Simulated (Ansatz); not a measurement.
`C=CC(=C)CC` + `[SiH3]NP` → `CCN([SiH3])P` + `C=CC=C`  (substitution at a C–C bond)

Isolated molecules relaxed with PBE0-D4/def2-TZVP in Ansatz; ΔE leaves out vibrations. CCSD(T)/CBS is the MP2 limit (def2-TZVPP, def2-QZVPP) plus CCSD(T) − MP2 in def2-TZVPP, frozen cores. DFT in def2-TZVPP. B3LYP here is the variant with VWN-RPA as its local correlation; programs differ in this. Each species was taken in one conformer, which may not be the lowest.

(1) Is it downhill or uphill in electronic energy at CCSD(T)/CBS, and by how much? (An estimate is asked.)

(2) What do these levels give: PBE-D4, r2SCAN-D4, PBE0-D4, ωB97M-V, B2PLYP, PBE0, B3LYP, HF/def2-TZVPP, CCSD/def2-TZVPP, HF/def2-QZVPP, MP2/def2-QZVPP, HF/CBS(def2)? (An estimate is asked.)

Largest T1 diagnostic among the species: 0.012.

## Answers

(1) Ansatz gave: Uphill: ΔE = +36.1 kJ/mol.

(2) Computed: PBE-D4 31.8, r2SCAN-D4 35.5, PBE0-D4 34.4, ωB97M-V 35.8, B2PLYP 34.6, PBE0 35.5, B3LYP 33.4, HF/def2-TZVPP 35.4, CCSD/def2-TZVPP 35.6, HF/def2-QZVPP 35.4, MP2/def2-QZVPP 38.9, HF/CBS(def2) 35.4 kJ/mol.
